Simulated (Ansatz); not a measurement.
[RuNF4]- (RuNF4⁻) was relaxed with r2SCAN-D4 (def2-SVPD) in Ansatz in these states: charge -1 singlet, charge -1 triplet. The geometries follow in no particular order.

In the def2 sets Ru takes a core potential; there is no spin–orbit coupling.

A:

```xyz
6

Ru    0.003    0.028    0.022
N    -0.154   -1.280   -1.000
F     1.716   -0.113    0.810
F    -0.724   -0.851    1.574
F    -1.609    1.007   -0.112
F     0.767    1.210   -1.294
```

B:

```xyz
6

Ru   -0.0174   -0.1174    0.0170
N    -0.2474   -1.6685    0.2417
F    -1.7440    0.7043   -0.1358
F     0.0991    0.1792   -1.8746
F     1.8763    0.1887    0.0065
F     0.0333    0.7138    1.7452
```

**Question.** Judge from the bond lengths which geometry belongs to which state (an estimate).

**Answer.** A is the charge -1 triplet (Ru1–N2 1.668 Å, Ru1–F5 1.891 Å, Ru1–F3 1.891 Å); B is the charge -1 singlet (Ru1–N2 1.584 Å, Ru1–F5 1.918 Å, Ru1–F3 1.918 Å).

At PBE0-D4/def2-TZVPD a singlet lies 1.21 eV below the charge -1 triplet.
